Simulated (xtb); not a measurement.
xtb input (GFN1-xTB):

```bash
xtb mol.xyz --gfn 1 --opt tight --chrg 0 --uhf 0
```
mol.xyz:
```
3

F     -1.46765236    -0.29091169     0.03213502
C     -0.59791644     0.67053518    -0.01923397
Cl     0.98802176    -0.08264740    -0.01022420
```

End of the output:

```
         :::::::::::::::::::::::::::::::::::::::::::::::::::::
         ::                     SUMMARY                     ::
         :::::::::::::::::::::::::::::::::::::::::::::::::::::
         :: total energy             -11.398333360675 Eh    ::
         :: gradient norm              0.000009401768 Eh/a0 ::
         :: HOMO-LUMO gap              2.239290002487 eV    ::
         ::.................................................::
         :: SCC energy               -11.422708468344 Eh    ::
         :: -> electrostatic           0.010063019862 Eh    ::
         :: repulsion energy           0.024860754918 Eh    ::
         :: dispersion energy         -0.000485647249 Eh    ::
         :: halogen bond corr.         0.000000000000 Eh    ::
         :: add. restraining           0.000000000000 Eh    ::
         :: total charge              -0.000000000000 e     ::
         :::::::::::::::::::::::::::::::::::::::::::::::::::::

           -------------------------------------------------
          |                Property Printout                |
           -------------------------------------------------

    * Orbital Energies and Occupations

         #    Occupation            Energy/Eh            Energy/eV
      -------------------------------------------------------------
         1        2.0000           -0.9367177             -25.4894
         2        2.0000           -0.8837933             -24.0492
         3        2.0000           -0.6433868             -17.5074
         4        2.0000           -0.5978366             -16.2680
         5        2.0000           -0.5934867             -16.1496
         6        2.0000           -0.5643673             -15.3572
         7        2.0000           -0.4985412             -13.5660
         8        2.0000           -0.4855877             -13.2135
         9        2.0000           -0.4152718             -11.3001 (HOMO)
        10                         -0.3329794              -9.0608 (LUMO)
        11                         -0.1669616              -4.5433
        12                         -0.0715232              -1.9462
        13                         -0.0643258              -1.7504
        14                         -0.0619567              -1.6859
        15                         -0.0279674              -0.7610
        16                          0.1252162               3.4073
        17                          0.2878981               7.8341
      -------------------------------------------------------------
                  HL-Gap            0.0822924 Eh            2.2393 eV
             Fermi-level           -0.3741256 Eh          -10.1805 eV

  Mulliken/CM5 charges         n(s)   n(p)   n(d)
     1F    -0.19367 -0.21625   1.824  5.370  0.000
     2C     0.19798  0.21797   1.481  2.321  0.000
     3Cl   -0.00430 -0.00172   1.935  5.060  0.009

Wiberg/Mayer (AO) data.
largest (>0.10) Wiberg bond orders for each atom

 ---------------------------------------------------------------------------
     #   Z sym  total        # sym  WBO       # sym  WBO       # sym  WBO
 ---------------------------------------------------------------------------
     1   9 F    1.232 --     2 C    1.149
     2   6 C    2.526 --     3 Cl   1.377     1 F    1.149
     3  17 Cl   1.460 --     2 C    1.377
 ---------------------------------------------------------------------------

Topologies differ in total number of bonds
Writing topology from bond orders to xtbtopo.mol

 dipole moment from electron density (au)
     X       Y       Z
   0.3092  -0.2073   0.0042  total (Debye):    0.946

           -------------------------------------------------
          |                Geometry Summary                 |
           -------------------------------------------------

      molecular mass/u    :       66.4620766
   center of mass at/Å    :       -0.0138266       0.0018741       0.0001137
Note: The following floating-point exceptions are signalling: IEEE_DENORMAL
normal termination of xtb
  moments of inertia/u·Å² :        0.6693696E+01   0.7709029E+02   0.8378399E+02
rotational constants/cm⁻¹ :        0.2518434E+01   0.2186739E+00   0.2012035E+00

 * 1 selected distances

     #   Z          #   Z                                           value/Å
     2   6 C        3  17 Cl                                      1.6660983 (max)

 * 1 distinct bonds (by element types)

   Z      Z             #   av. dist./Å        max./Å        min./Å
   6 C   17 Cl          1     1.6660983     1.6660983     1.6660983

optimized geometry written to: xtbopt.xyz

           -------------------------------------------------
          | TOTAL ENERGY              -11.398333360675 Eh   |
          | GRADIENT NORM               0.000009401768 Eh/α |
          | HOMO-LUMO GAP               2.239290002487 eV   |
           -------------------------------------------------

------------------------------------------------------------------------
------------------------------------------------------------------------
 total:
 SCF:
 ANC optimizer:
```
